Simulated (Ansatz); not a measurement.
```yaml
crystal:
  periodic: [false, false, false]
  atoms:
    - {symbol: F, position_ang: [-3.204587, 2.461941, -0.300935]}
    - {symbol: Ge, position_ang: [-1.270471, 1.086881, -1.460509]}
    - {symbol: C, position_ang: [1.409915, -0.092750, 1.555024]}
    - {symbol: N, position_ang: [0.596374, -1.800572, -0.896503]}
    - {symbol: H, position_ang: [-0.237355, 2.071958, -4.636919]}
    - {symbol: H, position_ang: [4.015659, -0.128525, 1.838803]}
    - {symbol: H, position_ang: [0.278608, -0.152133, 3.417868]}
    - {symbol: H, position_ang: [-0.783173, -3.114614, 0.312097]}
basis:
  gaussian: {orbitals: def2-SVP}
hamiltonian: {xc: {name: HSE06}, pseudopotentials: {relativity: none}}
output: {forces: true}
```

```sh
$ ansatz run in.yaml --threads 2 --pin off --events-out ev --progress --plain --max-ram 4352MiB
```

Shortened log:

```
Functional definition: HSE06
940 factors; integrals over basis functions are off by at most 5.0e-4 eV
80 factors; integrals over basis functions are off by at most 2.5e-6 eV
mean field evaluation 1: about -61729.1251 eV, gradient 1.0e2 eV
mean field evaluation 2: about -61196.0366 eV, gradient 2.3e2 eV
mean field evaluation 4: about -61638.1590 eV, gradient 1.5e2 eV
mean field evaluation 8: about -61771.5178 eV, gradient 2.8e0 eV
mean field evaluation 16: about -61771.9317 eV, gradient 2.1e-2 eV
mean field -61771.93169645 eV, -2270.0766193255 hartree, gradient 7.4e-6 eV, S^2 0.000000; 6 other end points of the search recorded, 0 dependent functions left out
reference -61771.93175235 eV, -2270.0766213795 hartree; 29, 29 occupied and 65, 65 virtual orbitals, 940 factors
Total energy: -61771.93175235 eV, -2270.0766213795 hartree
Atom 0 at    -3.204587     2.461941    -0.300935 Å, force     2.568323    -1.828744    -1.566380 eV/Å
Atom 1 at    -1.270471     1.086881    -1.460509 Å, force    -1.750787     1.383510     0.775044 eV/Å
Atom 2 at     1.409915    -0.092750     1.555024 Å, force     0.016516    -0.442929     1.880879 eV/Å
Atom 3 at     0.596374    -1.800572    -0.896503 Å, force    -1.978719    -0.612911     1.988294 eV/Å
Atom 4 at    -0.237355     2.071958    -4.636919 Å, force    -0.350413    -0.260088     0.934162 eV/Å
Atom 5 at     4.015659    -0.128525     1.838803 Å, force    -1.860532     0.021612    -0.049725 eV/Å
Atom 6 at     0.278608    -0.152133     3.417868 Å, force     1.655242     0.045154    -2.428745 eV/Å
Atom 7 at    -0.783173    -3.114614     0.312097 Å, force     1.700370     1.694395    -1.533530 eV/Å
Dipole moment:     0.444104    -0.443990     0.033782 e Å
```

Question: Something in this input is off. What?

Answer: The coordinates are in bohr but typed as ångström. Self-consistency was reached. The result belongs to that input, not to the molecule as meant.

HSE06 is defined as in plane-wave codes.
